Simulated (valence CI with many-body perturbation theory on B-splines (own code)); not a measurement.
# Hf32+: what the settings do

Computed by configuration interaction combined with many-body perturbation theory (CI+MBPT): four valence electrons over a frozen Dirac-Fock core [Kr], radial functions for each j: 6 s, 6 p, 5 d, 5 f, 1 g, with the one-electron correlation potential Σ1, the two-electron term Σ2, the three-electron term Σ3, Breit, model QED; selected CI, second order for the rest, scaled by the run's own slope (own B-spline code, finite nucleus).

No measured spectrum was set against this ion. As an estimate, large intervals hold to a few tenths of a per cent, small ones and those within an open d or f shell to about a per cent. Only levels of the ground parity were solved; by the run's estimate the other parity begins above the list, which can be wrong where configurations are misplaced.

The reference run has the lowest level (4d3/2^4) J=0 and an ionisation energy of 1312.92 eV. Its largest variational space holds 8798 state functions.

Levels are named by their leading jj configuration (3d3/2^4 stands for four electrons in 3d with j = 3/2), which in mixed levels can hold well under half, so a name can repeat and another be missing. Letters in brackets count levels of one name in rising energy.

Changed runs:
A. box radius (bohr) 4.5251 → 3.05
B. averaging of valence orbitals over low configurations on → off
C. scale of Σ1 1 → 0.9; box radius (bohr) 4.5251 → 6.1
D. size limit of the variational space 10000 → 300; second order for the rest on → off (bad on purpose)

Excitation energies of the reference run in cm⁻¹, and shifts in cm⁻¹:

| Level | Reference | A | B | C | D |
| --- | --- | --- | --- | --- | --- |
| (4d3/2^3 4d5/2) J=1 | 96760 | 0 | +22 | -67 | +1177 |
| (4d3/2^3 4d5/2) J=2 | 134663 | +0.1 | +20 | -77 | +1563 |
| (4d3/2^3 4d5/2) J=4 | 135043 | +0.1 | +17 | -69 | +2222 |
| (4d3/2^3 4d5/2) J=3 | 146337 | +0.1 | +16 | -75 | +1665 |
| (4d3/2^2 4d5/2^2) J=0 [a] | 221682 | +0.1 | +23 | -132 | +122 |
| (4d3/2^2 4d5/2^2) J=2 [a] | 228335 | +0.2 | +21 | -125 | +1483 |
| (4d3/2^2 4d5/2^2) J=4 [a] | 230681 | +0.1 | +35 | -136 | +1657 |
| (4d3/2^2 4d5/2^2) J=3 [a] | 235085 | +0.1 | +33 | -133 | +1710 |
| (4d3/2^2 4d5/2^2) J=5 | 249794 | +0.2 | +35 | -135 | +1776 |
| (4d3/2^2 4d5/2^2) J=1 | 258505 | +0.2 | +20 | -136 | +1664 |
| (4d3/2^2 4d5/2^2) J=6 | 260408 | +0.2 | +36 | -137 | +1115 |
| (4d3/2^2 4d5/2^2) J=3 [b] | 272590 | +0.3 | +22 | -133 | +2056 |
| Ionisation energy (eV) | 1312.92 | +0.00089 | +0.0087 | -0.27 | -0.021 |
